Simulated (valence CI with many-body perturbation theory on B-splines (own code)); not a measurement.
# E1 transitions of Tc XXX

Method: valence CI with perturbative core correlation (CI+MBPT): four valence electrons over a frozen Dirac-Fock core [Ne], a basis of 11 s, 11 p, 10 d, 8 f, 5 g, 2 h functions for each j, with the one-electron correlation potential Σ1 (screened to all orders), the two-electron term Σ2, the three-electron term Σ3, Breit, model QED; selected single and double excitations, second order for the rest, scaled by the run's own slope (own B-spline code, finite nucleus).

No measured spectrum was set against this ion. As an estimate, large intervals hold to a few tenths of a per cent, small ones and those within an open d or f shell to about a per cent. Among the levels kept, up to 700 cm⁻¹ of a level comes from second order outside the variational space, and about a tenth of that is noise between levels of different J, which matters for small intervals.

Lines 1 to 50 of 536 in falling wavelength, among levels below 3137.1 × 10³ cm⁻¹, chosen from the strongest by gf and those to the six lowest levels. Wavelengths and rates use the calculated energies. Electric multipoles are in the length gauge, E1 and E2 with the static RPA response of the core. Weak lines are less certain than strong ones. Lines between different terms over intervals too small for the method are left out, as are lines whose strength nearly cancels. The highest levels of a list are the least certain.

Names give the largest LS component (configuration and term), which can be under half, so a name can repeat, a term be missing and a line seem to break the LS rules; names also repeat where a configuration has a term twice. Letters in brackets count levels of one name in rising energy.

| λ vac (nm) | Upper | Lower | A (s⁻¹) | S (a.u.) |
| --- | --- | --- | --- | --- |
| 32.02 | 3s 3p3 5S°_2 | 3s2 3p2 3P_2 | 1.74e+07 | 1.41e-03 |
| 28.54 | 3s 3p3 3D°_1 | 3s2 3p2 1S_0 | 2.20e+07 | 7.58e-04 |
| 22.91 | 3s 3p3 3D°_1 | 3s2 3p2 3P_2 | 2.58e+08 | 4.60e-03 |
| 20.62 | 3p3 3d 3G°_5 | 3s 3p2 3d 3F_4 [c] | 3.07e+09 | 1.46e-01 |
| 20.55 | 3s 3p 3d2 3H°_5 | 3s2 3d2 1G_4 | 1.39e+09 | 6.54e-02 |
| 20.07 | 3s 3p3 3D°_2 | 3s2 3p2 3P_2 | 1.66e+08 | 3.32e-03 |
| 19.10 | 3s 3p3 5S°_2 | 3s2 3p2 1D_2 | 9.55e+08 | 1.64e-02 |
| 18.76 | 3s 3p2 3d 5F_5 | 3s2 3p 3d 3F°_4 | 1.96e+09 | 7.01e-02 |
| 18.03 | 3s 3p3 3D°_3 | 3s2 3p2 3P_2 | 2.10e+09 | 4.26e-02 |
| 17.85 | 3s 3p3 5S°_2 | 3s2 3p2 3P_1 | 1.51e+09 | 2.12e-02 |
| 17.53 | 3s 3p3 3P°_1 | 3s2 3p2 1S_0 | 8.85e+08 | 7.06e-03 |
| 17.36 | 3p3 3d 3F°_2 [a] | 3s 3p2 3d 3P_2 [a] | 4.19e+09 | 5.41e-02 |
| 16.72 | 3p3 3d 3F°_3 [b] | 3s 3p2 3d 1D_2 [a] | 3.40e+09 | 5.50e-02 |
| 16.70 | 3p3 3d 5D°_4 | 3s 3p2 3d 3D_3 [a] | 3.30e+09 | 6.82e-02 |
| 16.56 | 3s2 3p 3d 3F°_2 [a] | 3s2 3p2 3P_2 | 6.95e+08 | 7.80e-03 |
| 15.92 | 3p3 3d 1G°_4 | 3s 3p2 3d 3F_4 [b] | 2.81e+09 | 5.04e-02 |
| 15.44 | 3s 3p3 3D°_1 | 3s2 3p2 1D_2 | 3.26e+09 | 1.78e-02 |
| 15.25 | 3s 3p 3d2 5G°_4 [b] | 3s 3p2 3d 3G_5 | 4.46e+09 | 7.03e-02 |
| 15.23 | 3s 3p3 3P°_1 | 3s2 3p2 3P_2 | 4.19e+08 | 2.19e-03 |
| 15.17 | 3p3 3d 3G°_5 | 3s 3p2 3d 3G_5 | 5.63e+09 | 1.07e-01 |
| 15.01 | 3s 3p3 3S°_1 | 3s2 3p2 1S_0 | 1.61e+09 | 8.08e-03 |
| 15.00 | 3s 3p 3d2 5D°_3 [b] | 3s2 3d2 1D_2 | 4.19e+09 | 4.88e-02 |
| 14.81 | 3p3 3d 5D°_3 | 3s 3p2 3d 3F_4 [a] | 7.11e+09 | 7.98e-02 |
| 14.61 | 3s 3p3 3D°_1 | 3s2 3p2 3P_1 | 3.71e+08 | 1.72e-03 |
| 14.45 | 3s 3p2 3d 5F_2 [b] | 3s 3p3 3D°_3 | 8.60e+09 | 6.40e-02 |
| 14.41 | 3p3 3d 3F°_3 [a] | 3s 3p2 3d 5P_3 | 4.50e+09 | 4.66e-02 |
| 14.28 | 3s2 3p 3d 3F°_2 [b] | 3s2 3p2 3P_2 | 1.00e+09 | 7.21e-03 |
| 14.16 | 3s 3p 3d2 5G°_5 | 3s 3p2 3d 3G_5 | 4.01e+09 | 6.18e-02 |
| 14.10 | 3s 3p3 3D°_2 | 3s2 3p2 1D_2 | 2.42e+08 | 1.67e-03 |
| 14.05 | 3s 3p2 3d 3P_2 [a] | 3s2 3p 3d 3P°_2 [a] | 6.84e+09 | 4.68e-02 |
| 14.03 | 3p3 3d 3D°_3 | 3s 3p2 3d 3F_4 [b] | 6.31e+09 | 6.02e-02 |
| 14.01 | 3p3 3d 3D°_2 [a] | 3s 3p2 3d 5D_3 | 1.47e+10 | 9.96e-02 |
| 14.01 | 3p3 3d 3P°_2 [b] | 3s 3p2 3d 3D_3 [f] | 7.60e+09 | 5.16e-02 |
| 13.94 | 3p3 3d 3D°_2 [a] | 3s 3p2 3d 5P_2 | 6.91e+09 | 4.62e-02 |
| 13.88 | 3s2 3p 3d 3D°_1 [a] | 3s2 3p2 1S_0 | 7.92e+08 | 3.13e-03 |
| 13.49 | 3s 3p2 3d 3F_4 [a] | 3s2 3p 3d 3F°_4 | 3.95e+09 | 4.30e-02 |
| 13.46 | 3p3 3d 3F°_3 [a] | 3s 3p2 3d 5D_4 | 1.82e+10 | 1.53e-01 |
| 13.42 | 3p3 3d 1G°_4 | 3s 3p2 3d 3F_4 [a] | 1.63e+10 | 1.74e-01 |
| 13.40 | 3s 3p3 3D°_2 | 3s2 3p2 3P_1 | 5.40e+09 | 3.21e-02 |
| 13.37 | 3p3 3d 5D°_4 | 3s 3p2 3d 5P_3 | 6.15e+09 | 6.53e-02 |
| 13.34 | 3s2 3p 3d 3F°_3 | 3s2 3p2 3P_2 | 4.04e+08 | 3.31e-03 |
| 13.33 | 3p3 3d 3F°_4 | 3s 3p2 3d 1G_4 | 5.60e+09 | 5.89e-02 |
| 13.32 | 3p3 3d 3F°_2 [a] | 3s 3p2 3d 5F_3 [b] | 1.44e+10 | 8.39e-02 |
| 13.29 | 3s 3p3 3S°_1 | 3s2 3p2 3P_2 | 1.64e+09 | 5.70e-03 |
| 13.16 | 3s 3p 3d2 3F°_4 [b] | 3s 3p2 3d 3D_3 [f] | 4.15e+09 | 4.21e-02 |
| 13.13 | 3p3 3d 5D°_4 | 3s 3p2 3d 5F_5 | 2.63e+10 | 2.65e-01 |
| 13.06 | 3s 3p3 3D°_3 | 3s2 3p2 1D_2 | 2.88e+09 | 2.22e-02 |
| 13.04 | 3p3 3d 1G°_4 | 3s 3p2 3d 3F_3 | 1.04e+10 | 1.02e-01 |
| 13.04 | 3s 3p 3d2 3F°_4 [a] | 3s 3p2 3d 3F_4 [c] | 5.56e+09 | 5.47e-02 |
| 12.92 | 3p3 3d 3F°_3 [a] | 3s 3p2 3d 5F_4 | 7.49e+09 | 5.58e-02 |
